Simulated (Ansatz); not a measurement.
Counterpoise correction, worked out

The pair of Br⁻ (SMILES [Br-], atom 1) and Cl₂ (SMILES ClCl, atoms 2–3), both closed shells, in one local arrangement (a lower one may exist), relaxed at PBE0-D4/def2-TZVPD:

| atom | x (Å) | y (Å) | z (Å) |
| --- | --- | --- | --- |
| Br1 | 0.0501 | 0.7254 | -2.2795 |
| Cl2 | -0.0493 | -0.7122 | 2.2378 |
| Cl3 | -0.0009 | -0.0132 | 0.0418 |

Computed with Ansatz 0.2.0 (basis: def2-TZVPPD); correlated methods freeze the cores. Filled d shells of the heavier atoms are correlated. The def2 sets are not built for correlating such inner shells, so the correlated values are less sure here.

CCSD(T) total energies in eV:

| system | geometry | basis functions | energy |
| --- | --- | --- | --- |
| pair | pair | all | -95028.67181 |
| Br⁻ | as in the pair | all (partner as ghosts) | -70009.14457 |
| Cl₂ | as in the pair | all (partner as ghosts) | -25018.14360 |
| Br⁻ | as in the pair | its own | -70009.07907 |
| Cl₂ | as in the pair | its own | -25018.11266 |
| Br⁻ | free (PBE0-D4 minimum) | its own | -70009.07907 |
| Cl₂ | free (PBE0-D4 minimum) | its own | -25018.63946 |

Work out the interaction energy with and without the counterpoise correction, the superposition error, and the binding energy from the relaxed fragments.

Without correction: -95028.67181 − (-70009.07907) − (-25018.11266) = -1.48008 eV.
With correction (each fragment in the whole basis): -95028.67181 − (-70009.14457) − (-25018.14360) = -1.38364 eV = -31.91 kcal/mol.
The superposition error is the difference, 0.09644 eV, 7 % of the uncorrected value: each fragment borrows its partner's functions.
Deformation from the free shapes: 0.00000 eV for Br⁻ and 0.52680 eV for Cl₂.
Binding energy from relaxed fragments: -1.38364 + 0.00000 + 0.52680 = -0.85684 eV = -19.76 kcal/mol (electronic, without zero-point energy; negative means bound). The deformation is large: the pair is on the way to a chemical bond or a shared proton. For comparison, the corrected interaction energy by CCSD(T) at an estimated basis limit (MP2 extrapolated from triple and quadruple zeta, plus CCSD(T) − MP2 in triple zeta) is -1.563 eV; triple zeta with the correction binds less.

T1 diagnostic: at most 0.013. The restricted Hartree–Fock reference is unstable towards an unrestricted one at one or more of these structures.

For scale, one of the runs: CCSD(T)/def2-TZVPPD, 159 basis functions, launched by `ansatz run in.yaml --threads 2 --pin off --events-out ev --progress --plain --max-ram 5222MiB`. Time: 13 s of wall clock on 2 CPU threads of an Arm Neoverse V2; the host was shared. Peak host memory: 0.79 GiB.
